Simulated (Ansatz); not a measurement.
Ansatz (a first-principles code) input for Hf(OH)4 (H4HfO4), SMILES [OH][Hf]([OH])([OH])[OH], multiplicity 1, CAM-B3LYP/def2-SVPD. Geometry optimised at B3LYP-D3(BJ)/def2-SVP. The spin state was assumed, not searched. The isomer is the one that the SMILES or the coordinates give; other isomers of the formula were not compared. The def2 effective core potentials stand for the cores of Hf; spin–orbit coupling is left out. The values are those of a single conformer.

Ansatz 0.2 input:
```yaml
crystal:
  periodic: [false, false, false]
  atoms:
    - {symbol: Hf, position_ang: [-0.00000000, 0.00000000, 0.00000000]}
    - {symbol: O, position_ang: [1.12039673, 1.12039674, -1.12039673]}
    - {symbol: H, position_ang: [1.67222916, 1.67222916, -1.67222916]}
    - {symbol: O, position_ang: [-1.12039673, 1.12039674, 1.12039673]}
    - {symbol: H, position_ang: [-1.67222916, 1.67222916, 1.67222915]}
    - {symbol: O, position_ang: [-1.12039674, -1.12039674, -1.12039674]}
    - {symbol: H, position_ang: [-1.67222916, -1.67222916, -1.67222916]}
    - {symbol: O, position_ang: [1.12039674, -1.12039673, 1.12039674]}
    - {symbol: H, position_ang: [1.67222916, -1.67222916, 1.67222916]}
basis:
  gaussian:
    orbitals: def2-SVPD
hamiltonian:
  xc: {name: CAM-B3LYP}
```

Output:

```
WARN ansatz: RAYON_NUM_THREADS=1 ignored (pool sized by the plan → 1); use --threads N
Functional definition: CAM-B3LYP
integrals: 0.10 GiB planned
1334 factors; their error is unknown
integrals: 0.13 GiB planned
508 factors; integrals over basis functions are off by at most 8.0e-6 eV
mean field: 0.94 GiB planned
mean field evaluation 1: about -9538.9692 eV, gradient 1.1e2 eV
mean field evaluation 2: about -9511.1245 eV, gradient 1.6e2 eV
mean field evaluation 4: about -9558.1156 eV, gradient 2.8e0 eV
mean field evaluation 8: about -9558.1311 eV, gradient 1.6e-2 eV
mean field evaluation 16: about -9558.1916 eV, gradient 3.4e-5 eV
mean field -9558.19158197 eV, -351.2570618626 hartree, gradient 3.4e-5 eV, S^2 0.000000; 0 other end points of the search recorded, 0 dependent functions left out
reference -9558.19173054 eV, -351.2570673223 hartree; 24, 24 occupied and 135, 135 virtual orbitals, 1334 factors
Total energy: -9558.19173054 eV, -351.2570673223 hartree
```

Self-consistency was reached.

Cost: about 8 core-seconds (a rough figure).
